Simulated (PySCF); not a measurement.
Compound: C₅H₈OSi.
Z-matrix (Å and degrees, PBE0-D3(BJ)/def2-SVP geometry), rows numbered from 1:
```
C 
O   1  1.4023
C   2  1.3391  1  117.34
C   3  1.3580  2  128.66  1     0.01
Si  4  1.8572  3  106.17  2  -179.81
C   5  1.8796  4   93.17  3    -0.25
C   6  1.3452  5  106.55  4     0.22
H   1  1.0970  2  106.94  3  -179.80
H   1  1.1039  2  111.21  3    60.86
H   1  1.1038  2  111.28  3   -60.40
H   4  1.0893  3  123.74  2    -0.27
H   5  1.4969  4  114.76  3   116.69
H   5  1.4965  4  114.95  3  -117.88
H   6  1.0917  5  131.10  4  -179.89
H   7  1.0952  3  117.97  2     0.04
```

Computed with PySCF at PBE0/pcSseg-1 and PBE0/def2-SVPD, non-relativistic, on one gas-phase PBE0-D3(BJ)/def2-SVP geometry that isn't relaxed in the solvent. The solvent is an IEF-PCM continuum (van der Waals radii × 1.2). The model holds no explicit solvent molecules, cavitation or dispersion.

Gas phase at PBE0/pcSseg-1: HOMO -6.44 eV, LUMO -1.22 eV, dipole 1.40 D.

Question: What does the continuum do to the energy, the frontier levels and the dipole at PBE0/pcSseg-1 in acetone and acetonitrile?

Answer: 
```tsv
solvent	ε	E(solvent) − E(gas) (kcal/mol)	polarisation term (kcal/mol)	distortion of the solute (kcal/mol)	HOMO (eV)	LUMO (eV)	dipole (D)
acetone	20.49	-3.01	-3.33	0.32	-6.51	-1.30	1.64
acetonitrile	35.69	-3.12	-3.46	0.34	-6.51	-1.31	1.65
```

The first energy column is the sum of the next two and covers electrostatics alone. From acetone to acetonitrile the lowering changes by a factor 1.04, Onsager's factor (ε − 1)/(2ε + 1) by 1.03 and ε itself by 1.7.

Question: Which radius a makes the point-dipole formula ΔE = −[(ε − 1)/(2ε + 1)]·μ²/a³ give the value in acetonitrile, with the gas-phase dipole?

Answer: μ = 0.550 au and |ΔE| = 0.00497 Eh give a = 1.63 Å; the farthest nucleus lies 3.55 Å from the centroid of the nuclei, so such a sphere wouldn't even hold the nuclei. The formula assumes a rigid point dipole at the centre of a sphere.

Question: Which Mulliken charges (PBE0/pcSseg-1) respond most in acetone (means over atoms taken as equivalent)?

Answer: 
```tsv
atoms	environment	gas (e)	solvent (e)	change
H11	vinylic hydrogen	+0.114	+0.133	+0.019
C4	alkene CH carbon	-0.448	-0.464	-0.016
H14	vinylic hydrogen	+0.119	+0.135	+0.016
O2	ether oxygen	-0.460	-0.473	-0.013
C6	alkene CH carbon	-0.361	-0.372	-0.011
H15	vinylic hydrogen	+0.109	+0.120	+0.011
C7	alkene CH carbon	-0.113	-0.123	-0.010
H8/H9/H10	methyl hydrogen	+0.122	+0.133	+0.011
C3	vinylic carbon bearing oxygen	+0.159	+0.150	-0.009
C1	methoxy carbon	-0.049	-0.056	-0.007
Si5	SiH2 silicon	+0.739	+0.732	-0.007
H12/H13	Si–H hydrogen	-0.087	-0.090	-0.003
```

Question: Which Mayer bond orders change most in acetone?

Answer: 
```csv
bond,length (Å),gas,solvent,change
C1–O2,1.402,0.906,0.890,-0.016
C6–C7,1.345,1.853,1.846,-0.007
C4–Si5,1.857,0.915,0.921,+0.006
O2–C3,1.339,1.062,1.067,+0.005
C3–C4,1.358,1.722,1.717,-0.005
Si5–C6,1.880,0.887,0.891,+0.004
C7–C3,1.485,1.057,1.053,-0.004
C4–H11,1.089,0.930,0.926,-0.004
```

Question: How do the nuclear quadrupole coupling constants eQVzz/h respond in acetone?

Answer: 
```
  nucleus  Q (barn)  gas (MHz)  solvent (MHz)  η gas  η solvent
17O at O2   -0.0256     -10.96         -10.77   0.58       0.57
```

Gas phase at PBE0/def2-SVPD: HOMO -6.47 eV, LUMO -1.24 eV, dipole 1.35 D.

Question: What does the continuum do to the energy, the frontier levels and the dipole at PBE0/def2-SVPD in acetone?

Answer: 
| solvent | ε | E(solvent) − E(gas) (kcal/mol) | polarisation term (kcal/mol) | distortion of the solute (kcal/mol) | HOMO (eV) | LUMO (eV) | dipole (D) |
| --- | --- | --- | --- | --- | --- | --- | --- |
| acetone | 20.49 | -2.85 | -3.21 | 0.36 | -6.52 | -1.29 | 1.66 |

Question: How does the static polarisability (PBE0/def2-SVPD, frozen core, with the continuum's full static response) change?

Answer: 
```json
{"medium": "gas", "isotropic (au)": "88.9", "principal values (au)": "64.3, 88.1, 114.3", "⟨r²⟩ of the electrons (bohr²)": "1000.9"}
{"medium": "acetone", "isotropic (au)": "120.9", "principal values (au)": "89.8, 120.5, 152.4", "⟨r²⟩ of the electrons (bohr²)": "999.6"}
```

The isotropic value in acetone is 1.36 times the gas-phase one; no cavity-field correction is applied. ⟨r²⟩ is taken about the centre of nuclear charge.

Hardware: Arm Neoverse V2, one thread, no GPU, shared host. Cost: 14 s, 0.99 GiB resident at most. This is the whole shielding run at PBE0/pcSseg-1 in acetonitrile, SCF included.
